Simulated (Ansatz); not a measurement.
Calculated with Ansatz (gas phase, PBE0-D4/def2-TZVP geometries, no zero-point term in ΔE). CCSD(T)/CBS is the MP2 limit (def2-TZVPP, def2-QZVPP) plus CCSD(T) − MP2 in def2-TZVPP, frozen cores. This one scheme is used for every species. DFT in def2-TZVPP. For Br outer-core shells are correlated without core-valence functions, which leaves a few kJ/mol of doubt a bond. Scalar relativity is left out up to krypton. One conformer a species, not always the lowest.

Reaction (substitution at a C–C bond): `Cl[C@H](Br)[C@H](Cl)Br` + HCl → `ClC(Cl)Br` + `ClCBr`

| species | BHLYP energy (Eh) |
| --- | --- |
| `Cl[C@H](Br)[C@H](Cl)Br` | -6146.09854 |
| HCl | -460.81707 |
| `ClC(Cl)Br` | -3533.25267 |
| `ClCBr` | -3073.65162 |

(1) Work out ΔE.

Largest T1 diagnostic among the species: 0.009.

Answers

(1) ΔE = (-3533.25267) + (-3073.65162) − (-6146.09854) − (-460.81707) = 0.01132 Eh = +7.1 kcal/mol. CCSD(T)/CBS gives +11.9 kcal/mol.

The D4 term adds +3.4 kcal/mol with B3LYP and +1.9 kcal/mol with PBE0; it sums over pairs of atoms, weighted by their polarisabilities, and B3LYP, whose exchange is more repulsive, gets the larger term. From PBE to PBE0 (25 % exact exchange), in def2-TZVPP and without D4, ΔE moves by +1.4 kcal/mol.

B3LYP here is the variant with VWN-RPA as its local correlation; programs differ in this.
